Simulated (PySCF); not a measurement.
A mixed set of molecules.

All values: CAM-B3LYP/def2-SVPD (PySCF) at GFN2-xTB geometries, gas phase, one conformer each. Core orbitals are frozen in the response; Δα² is half the sum of the squared differences of the principal polarisabilities.

(1) Rank by polarisability anisotropy Δα, highest first.
A. `[CH3:1][SiH2:2][Si@@H:3]([SiH3:4])[SiH2:5][Cl:6]` with C1–Si2–Si3–Si4 -161°, Si2–Si3–Si5–Cl6 -59°
B. `[CH3:1][Si:2]([SiH3:3])([SiH3:4])[SiH2:5][Cl:6]` with C1–Si2–Si5–Cl6 178°
C. `[CH3:1][Si@@H:2]([SiH3:3])[SiH2:4][SiH2:5][Cl:6]` with C1–Si2–Si4–Si5 -68°, Si2–Si4–Si5–Cl6 21°

(2) Rank by dipole moment, highest first.
A. `[Si]([SiH3])([SiH3])([SiH3])CCl`
B. `[SiH3:1][SiH2:2][CH2:3][SiH2:4][SiH2:5][Cl:6]` with Si1–Si2–C3–Si4 -91°, Si2–C3–Si4–Si5 61°, C3–Si4–Si5–Cl6 -81°
C. `[CH3:1][Si:2]([SiH3:3])([SiH3:4])[SiH2:5][Cl:6]` with C1–Si2–Si5–Cl6 178°
D. `[CH3:1][Si@@H:2]([SiH3:3])[SiH2:4][SiH2:5][Cl:6]` with C1–Si2–Si4–Si5 -68°, Si2–Si4–Si5–Cl6 21°
E. `[CH3:1][SiH2:2][Si@@H:3]([SiH3:4])[SiH2:5][Cl:6]` with C1–Si2–Si3–Si4 -161°, Si2–Si3–Si5–Cl6 -59°

Results:

(1) A (4.58 Å³), C (3.61 Å³), B (1.76 Å³).

(2) C (2.34 D), B (1.92 D), E (1.68 D), A (1.40 D), D (1.23 D).

All values together:

```tsv
SMILES	formula	μ (D)	HOMO (eV)	LUMO (eV)	α (Å³)	Δα (Å³)	electrons	α per electron (Å³)
[SiH3][SiH2]C[SiH2][SiH2]Cl	CH11ClSi4	1.92	-9.46	0.33	20.00	3.79	90	0.222
[SiH3][Si]([SiH3])([SiH3])CCl	CH11ClSi4	1.40	-9.27	0.13	21.44	3.39	90	0.238
C[Si@@H]([SiH3])[SiH2][SiH2]Cl	CH11ClSi4	1.23	-9.30	0.07	20.81	3.61	90	0.231
C[SiH2][Si@@H]([SiH3])[SiH2]Cl	CH11ClSi4	1.68	-9.33	0.16	21.04	4.58	90	0.234
C[Si]([SiH3])([SiH3])[SiH2]Cl	CH11ClSi4	2.34	-9.17	-0.06	21.09	1.76	90	0.234
```

Conformers: `[SiH3:1][SiH2:2][CH2:3][SiH2:4][SiH2:5][Cl:6]` with Si1–Si2–C3–Si4 -91°, Si2–C3–Si4–Si5 61°, C3–Si4–Si5–Cl6 -81°; `[CH3:1][Si@@H:2]([SiH3:3])[SiH2:4][SiH2:5][Cl:6]` with C1–Si2–Si4–Si5 -68°, Si2–Si4–Si5–Cl6 21°; `[CH3:1][SiH2:2][Si@@H:3]([SiH3:4])[SiH2:5][Cl:6]` with C1–Si2–Si3–Si4 -161°, Si2–Si3–Si5–Cl6 -59°; `[CH3:1][Si:2]([SiH3:3])([SiH3:4])[SiH2:5][Cl:6]` with C1–Si2–Si5–Cl6 178°.
